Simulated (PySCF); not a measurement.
A mixed set of molecules. Computed, not measured: TDDFT CAM-B3LYP/def2-SVPD, vertical, gas phase, core orbitals frozen in the response (PySCF). Geometries: PBE0-D3(BJ)/def2-SVP; one conformer of each isolated species. Triplets are in the Tamm–Dancoff approximation. Relativistic effects are left out although some hold elements past zinc.

Question: Rank by computed lowest singlet excitation energy, lowest first.
A. `N#C[Si@H](Br)[GeH2][GeH3]`
B. `COC1=CCCC1`
C. `F[C@@H]1C[C@]1(F)OC(F)(F)F`
D. `C=CCCC(C)=O`
E. `Oc1cnsc1`
F. `CCCPCCOC`
G. `[SiH2]([O][GeH3])[SeH]`

Answer: D (4.53 eV), E (5.19 eV), G (5.45 eV), A (5.71 eV), B (5.99 eV), F (6.27 eV), C (8.02 eV).

| SMILES | S1 (eV) | first f ≥ 0.01 (nm) | T1 (eV) | f (S1) | gap (eV) | S1 mainly |
| --- | --- | --- | --- | --- | --- | --- |
| C=CCCC(C)=O | 4.53 | 178 | – | 0.000 | 9.31 | H→L (59%) |
| Oc1cnsc1 | 5.19 | 239 | 3.65 | 0.121 | 8.20 | H→L (95%) |
| [GeH3][O][SiH2][SeH] | 5.45 | 205 | 5.02 | 0.008 | 8.97 | H→L (56%) |
| N#C[Si@H](Br)[GeH2][GeH3] | 5.71 | 217 | 5.27 | 0.010 | 8.90 | H→L (87%) |
| COC1=CCCC1 | 5.99 | 186 | 4.30 | 0.009 | 8.83 | H→L (89%) |
| CCCPCCOC | 6.27 | 198 | 5.38 | 0.025 | 9.08 | H→L (74%) |
| F[C@@H]1C[C@]1(F)OC(F)(F)F | 8.02 | 143 | 7.55 | 0.003 | 11.44 | H→L (48%) |

H and L stand for HOMO and LUMO; a dash means that no computed state gives the value.

Mean S1 by what the SMILES shows (count): single bonds only 6.58 eV (3); a double or triple bond but no aromatic ring 5.41 eV (3).
